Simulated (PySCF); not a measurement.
A structure optimised at PBE-D3(BJ)/def2-SVP, used in a PySCF frequency run:

```
N
C 1 1.4195
H 2 1.1117 1 110.63
H 2 1.1117 3 108.14 1 -121.29
H 2 1.1156 3 108.69 4 -117.82
Mo 1 1.7253 2 155.95 3 120.10
F 6 1.8644 1 107.22 2 -116.60
F 6 1.8644 1 107.22 2 116.60
S 6 2.1322 1 104.06 2 0.00
```

### Question
Write its SMILES, formula and point group.

### Answer
C[N]=[Mo]([F])([F])=[S], CH3F2MoNS, Cs

### Question
What are its rotational constants (standard atomic weights)?

### Answer
1.9765, 1.6914, 1.4095 GHz
